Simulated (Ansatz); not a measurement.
Basis-set extrapolation for C$_{8}$H$_{10}$, SMILES `C=CC(=C)C(=C)C=C` (PBE0-D4/def2-TZVP geometry, frozen core, the Gaussian-basis code of Ansatz). Multiplicity 1, RHF reference.

```tsv
	def2-TZVPP	def2-QZVPP
HF	-308.799751	-308.813160
MP2 correlation	-1.286349	-1.367247
CCSD(T) correlation	-1.409168	not run
```

Energies in hartree. Use E(X) = E(∞) + A·exp(−7.88·√X) for Hartree–Fock and E(X) = E(∞) + B·X^(−2.97) for correlation, with X = 3 and 4, and add CCSD(T) minus MP2 of the smaller set to the MP2 limit.

Task: What is the CCSD(T) energy at the basis-set limit?

Result: HF limit: -308.813160 + (-0.013409) × 0.13774 = -308.81501. MP2 limit: -1.367247 + (-0.080898) × 0.74074 = -1.42717. Higher-order term: -1.409168 − (-1.286349) = -0.12282. Total: -310.36500 hartree, 4.25 eV below CCSD(T)/def2-TZVPP.
